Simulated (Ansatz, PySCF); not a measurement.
This triplet is an excited state, 1.17 eV above the relaxed singlet at the level frozen-core CCSD(T)/cc-pVTZ // PBE0-D3(BJ)/def2-TZVP (Ansatz, an electronic-structure program).

# H4SSi2, SMILES `[SiH3][Si]S` (excited triplet; Si–Si–S–H torsion 94°) (charge 0, multiplicity 3)

These are PBE0-D3(BJ)/def2-TZVP in PySCF 2.14.0 values and carry that method's errors.

```
Property                                               Value
-----------------------------  -----------------------------
highest occupied spin orbital                       -5.70 eV
dipole moment                                         0.96 D
total energy                                    -979.1757 Ha
cost                           very roughly 100 core-seconds
```

```xyz
7

Si    -1.1319    -0.3529     0.3444
Si     0.3375     1.1424    -0.6873
S      2.2593     0.4035    -1.2256
H     -2.4183     0.3674     0.5290
H     -0.6120    -0.7858     1.6700
H     -1.3472    -1.5535    -0.5070
H      2.9127     0.7790    -0.1097
```
Charge 0, spin multiplicity 3.
